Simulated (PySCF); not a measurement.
# What a mistake does to a calculation on Al2B2H5 cation

All numbers below are calculated, not measured. The program is PySCF 2.14.0, an open-source quantum chemistry code, run on an isolated molecule that a program drew, which may never have been made. The molecule is Al2B2H5 cation (charge +1, singlet), drawn as the SMILES string `[BH2][Al+][AlH][BH2]`.

Each row is a Hartree-Fock (HF) and frozen-core CCSD(T) single point in the cc-pV(D+d)Z basis, meant for a local HF minimum. Run 1 is clean. Each other run has one planted mistake out of seven kinds, and not every kind appears here: one electron removed, one electron added, multiplicity raised by two, geometry at a saddle point, minimal basis STO-3G, one bond length entered in bohr, all coordinates scaled. The reference is restricted for singlets and unrestricted otherwise, and also for a bond in bohr. Adding or removing an electron swaps singlet and doublet. Electrons count all cores. HOMO and LUMO are orbital energies over both spins, the gradient is its largest component, and the lowest frequency (negative if imaginary) is given only where the gradient is small. Bond lengths are over the 8 bonds as drawn. T1 is the CCSD diagnostic: over 0.02 (restricted) or 0.045 (unrestricted) a single reference is doubtful.

Geometry of the clean run:
```xyz
9
Al2B2H5 cation, angstrom
B     1.5071   -1.8208   -2.1489
Al    1.0653    0.3051   -1.9997
Al    0.5637    2.9785   -1.8661
B    -0.9252    3.6491   -0.4784
H     0.8986   -2.5006   -2.9190
H     2.3563   -2.3001   -1.4599
H     1.5130    3.6741   -2.9039
H    -0.6311    3.9278    0.6476
H    -2.0738    3.7297   -0.8047
```

| run | electrons | basis functions | <S^2> | HOMO (eV) | LUMO (eV) | gradient (hartree/bohr) | lowest frequency (cm^-1) | mean bond (Å) | longest bond (Å) | T1 | HF (hartree) | CCSD(T) (hartree) | mistake |
|---|---|---|---|---|---|---|---|---|---|---|---|---|---|
| 1 | 40 | 99 | 0.000 | -13.56 | -4.80 | 8.7e-06 | 24 | 1.6742 | 2.723 | 0.0133 | -535.79513 | -536.11956 | no fault |
| 2 | 40 | 99 | 0.985 | -12.42 | -4.79 | 1.0e-02 | - | 1.9125 | 4.050 | 0.0274 | -535.71198 | -536.01196 | one bond length entered in bohr |
| 3 | 41 | 99 | 0.766 | -6.03 | -0.11 | 2.9e-02 | - | 1.6742 | 2.723 | 0.0252 | -535.99310 | -536.34087 | ? |
| 4 | 40 | 33 | 0.000 | -11.04 | 0.98 | 2.8e-02 | - | 1.6742 | 2.723 | 0.0096 | -529.45488 | -529.62070 | ? |

**Which mistake was planted in run 3, and what did it cost?**

It counts 41 electrons, one more than the clean run, at the same geometry and basis. So the mistake is: one electron added. Subtracting run 1 and multiplying by 627.51 kcal/mol a hartree, the energy moved by -124.2 kcal/mol in HF and -138.9 kcal/mol in CCSD(T).

**Which mistake was planted in run 4, and what did it cost?**

It has 33 basis functions where the clean run has 99, with the same electrons and geometry. So the mistake is: minimal basis STO-3G. Subtracting run 1 and multiplying by 627.51 kcal/mol a hartree, the energy moved by 3978.6 kcal/mol in HF and 4078.1 kcal/mol in CCSD(T).

